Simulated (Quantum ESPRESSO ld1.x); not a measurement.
Question: The mean radii <r> (bohr) of the occupied orbitals of an atom or ion are listed with their occupations. Calculated with ld1.x of Quantum ESPRESSO 7.5: scalar-relativistic Kohn-Sham, LDA (Slater exchange, VWN5 correlation), spin-polarised, spherical densities, point nucleus.

orbital  occ.      <r>
1s up       1  0.03043
1s down     1  0.03043
2s up       1   0.1318
2s down     1   0.1318
2p up       3   0.1149
2p down     3   0.1149
3s up       1   0.3589
3s down     1   0.3589
3p up       3   0.3575
3p down     3   0.3574
3d up       5   0.3349
3d down     5   0.3348
4s up       1   0.8718
4s down     1   0.8711
4p up       3   0.9456
4p down     3   0.9448
4d up       5    1.173
4d down     3    1.172
5s up       1    2.244
6s up       1    5.179
6s down     1    5.289

Name the element and its charge. Open shells, if any, are filled with parallel spins first.

Answer: Z = 48, cadmium, charge +1: Cd+ in [Kr] 4d8 5s1 6s2. The 1s radius gives Z: for a bare nucleus <r> = (2 gamma + 1)/(2Z) with gamma = sqrt(1 - (Z/c)^2), 0.02993 bohr for Z = 48, and screening makes it slightly larger (0.03043 here). The occupations add up to 47, and the charge is Z minus that.
